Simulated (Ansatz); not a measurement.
One change: `NCCC=O` becomes `O=CC[SiH2]O`.

Ansatz, PBE0-D4/def2-TZVP geometries, multiplicity 1. Each molecule was computed in one conformer, which needn't be the lowest.

```json
{"property": "size of the dipole moment (PBE/def2-TZVPP) / D", "`NCCC=O`": "2.74"}
{"property": "LUMO energy (PBE0/def2-TZVPP) / eV", "`NCCC=O`": "-0.70"}
{"property": "HOMO–LUMO gap (PBE0/def2-TZVPP) / eV", "`NCCC=O`": "6.55"}
{"property": "HOMO–LUMO gap (ωB97M-V/def2-TZVPP) / eV", "`NCCC=O`": "11.29"}
{"property": "HOMO–LUMO gap (B3LYP/def2-TZVPP) / eV", "`NCCC=O`": "6.03"}
{"property": "HOMO energy (ωB97M-V/def2-TZVPP) / eV", "`NCCC=O`": "-9.68"}
```

(1) What does the change do to each property? (An estimate is asked.)

## Answers

(1) The calculation gave: 
```
                                      property  `O=CC[SiH2]O`  shift
size of the dipole moment (PBE/def2-TZVPP) / D           2.63  -0.11
            LUMO energy (PBE0/def2-TZVPP) / eV          -1.19  -0.49
          HOMO–LUMO gap (PBE0/def2-TZVPP) / eV           6.60   0.05
       HOMO–LUMO gap (ωB97M-V/def2-TZVPP) / eV          11.22  -0.07
         HOMO–LUMO gap (B3LYP/def2-TZVPP) / eV           6.10   0.07
         HOMO energy (ωB97M-V/def2-TZVPP) / eV         -10.18  -0.50
```

Dipoles are sizes alone; their direction can turn.

B3LYP here is the variant with VWN-RPA as its local correlation; programs differ in this.
